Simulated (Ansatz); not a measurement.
Basis-set extrapolation for CH6BClOSi, SMILES `CB(Cl)[SiH2]O` (PBE0-D4/def2-TZVP geometry, frozen core, Ansatz). Multiplicity 1, RHF reference.

|  | def2-TZVPP | def2-QZVPP |
| --- | --- | --- |
| HF | -889.507567 | -889.535967 |
| MP2 correlation | -0.825679 | -0.891997 |
| CCSD(T) correlation | -0.914683 | not run |

Energies in hartree. Use E(X) = E(∞) + A·exp(−7.88·√X) for Hartree–Fock and E(X) = E(∞) + B·X^(−2.97) for correlation, with X = 3 and 4, and add CCSD(T) minus MP2 of the smaller set to the MP2 limit.

Task: What is the CCSD(T) energy at the basis-set limit?

Result: HF limit: -889.535967 + (-0.028400) × 0.13774 = -889.53988. MP2 limit: -0.891997 + (-0.066318) × 0.74074 = -0.94112. Higher-order term: -0.914683 − (-0.825679) = -0.08900. Total: -890.57000 hartree, 92.7 kcal/mol below CCSD(T)/def2-TZVPP.
